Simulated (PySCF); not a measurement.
C6H12O.
Atom-mapped SMILES: `[CH3:1]/[CH:2]=[C:3](/[CH3:4])[CH2:5][O:6][CH3:7]` (hydrogens: H8, H9, H10 on C1; H11 on C2; H12, H13, H14 on C4; H15, H16 on C5; H17, H18, H19 on C7)

The same species was optimised twice, with GFN2-xTB and with PBE0-D3(BJ)/def2-SVP (PySCF), and the same property calculations (PySCF, gas phase) were run on both structures.

```
     coordinate  GFN2-xTB  PBE0-D3(BJ)/def2-SVP  change
      C2=C3 (Å)     1.328                 1.343  +0.015
      C5–O6 (Å)     1.417                 1.405  -0.012
      O6–C7 (Å)     1.404                 1.395  -0.009
      C3–C5 (Å)     1.511                 1.508  -0.003
      C3–C4 (Å)     1.501                 1.500  -0.001
      C1–C2 (Å)     1.494                 1.493  -0.001
   C4–C3–C5 (°)     112.9                 114.0    +1.1
   C2–C3–C5 (°)     125.2                 124.2    -1.0
   C3–C5–O6 (°)     112.5                 113.0    +0.5
   C2–C3–C4 (°)     121.9                 121.8    -0.1
   C1–C2–C3 (°)     128.5                 128.6    +0.1
   C5–O6–C7 (°)     113.4                 113.4     0.0
C2–C3–C5–O6 (°)      -113                  -125     -12
C3–C5–O6–C7 (°)        69                    69       0
```

Rotational constants: A = 3114, B = 2048, C = 1484 MHz (GFN2-xTB) against A = 3321, B = 1900, C = 1457 MHz (PBE0-D3(BJ)/def2-SVP). Point groups within 0.08 Å: C1 and C1.

On the GFN2-xTB structure: lowest singlet, TDDFT (eV) 6.83 [wB97X-D/def2-SVPD]; lowest triplet, Tamm–Dancoff (eV) 4.47 [wB97X-D/def2-SVPD]; isotropic polarisability (au) 78.6 [wB97X-D/def2-SVPD]; HOMO (eV) -8.85 [wB97X-D/def2-SVPD]; LUMO (eV) 2.17 [wB97X-D/def2-SVPD]; dipole (D) 1.45 [wB97X-D/def2-SVPD]; HOMO (eV) -6.99 [PBE0/pcSseg-1]; LUMO (eV) 0.53 [PBE0/pcSseg-1]; dipole (D) 1.44 [PBE0/pcSseg-1]; GIAO shielding of C1 (ppm) 170.3 [PBE0/pcSseg-1]; GIAO shielding of C2 (ppm) 53.7 [PBE0/pcSseg-1]; GIAO shielding of C3 (ppm) 47.7 [PBE0/pcSseg-1]; GIAO shielding of C4 (ppm) 162.1 [PBE0/pcSseg-1]; GIAO shielding of C5 (ppm) 115.6 [PBE0/pcSseg-1]; GIAO shielding of O6 (ppm) 315.3 [PBE0/pcSseg-1]; GIAO shielding of C7 (ppm) 130.0 [PBE0/pcSseg-1].

Question: What do these properties become on the PBE0-D3(BJ)/def2-SVP structure?

Answer: 
```csv
property,level,on GFN2-xTB,on PBE0-D3(BJ)/def2-SVP,change
"lowest singlet, TDDFT (eV)",wB97X-D/def2-SVPD,6.83,6.86,+0.03
"lowest triplet, Tamm–Dancoff (eV)",wB97X-D/def2-SVPD,4.47,4.33,-0.14
isotropic polarisability (au),wB97X-D/def2-SVPD,78.6,80.1,+1.5
HOMO (eV),wB97X-D/def2-SVPD,-8.85,-8.76,+0.09
LUMO (eV),wB97X-D/def2-SVPD,2.17,2.12,-0.05
dipole (D),wB97X-D/def2-SVPD,1.45,1.38,-0.07
"energy, GFN2-xTB geometry as zero (kcal/mol)",wB97X-D/def2-SVPD,0.0,-0.8,-0.8
HOMO (eV),PBE0/pcSseg-1,-6.99,-6.92,+0.07
LUMO (eV),PBE0/pcSseg-1,0.53,0.46,-0.07
dipole (D),PBE0/pcSseg-1,1.44,1.37,-0.07
"energy, GFN2-xTB geometry as zero (kcal/mol)",PBE0/pcSseg-1,0.0,-0.5,-0.5
GIAO shielding of C1 (ppm),PBE0/pcSseg-1,170.3,168.6,-1.7
GIAO shielding of C2 (ppm),PBE0/pcSseg-1,53.7,51.2,-2.5
GIAO shielding of C3 (ppm),PBE0/pcSseg-1,47.7,43.4,-4.3
GIAO shielding of C4 (ppm),PBE0/pcSseg-1,162.1,160.8,-1.3
GIAO shielding of C5 (ppm),PBE0/pcSseg-1,115.6,115.2,-0.4
GIAO shielding of O6 (ppm),PBE0/pcSseg-1,315.3,320.9,+5.6
GIAO shielding of C7 (ppm),PBE0/pcSseg-1,130.0,129.1,-0.9
```

The heavy atoms differ by 0.118 Å rms after alignment. Among bonds between heavy atoms C2=C3 changes most (+0.015 Å). Changes are differences of the printed values. Neither structure is proved a minimum here.

Shape of the structure used: `[CH3:1]/[CH:2]=[C:3](/[CH3:4])[CH2:5][O:6][CH3:7]`: C2–C3–C5–O6 -125°, C3–C5–O6–C7 69°.

Note: wB97X-D ran without an empirical dispersion term, which enters the total energy and its gradient alone.
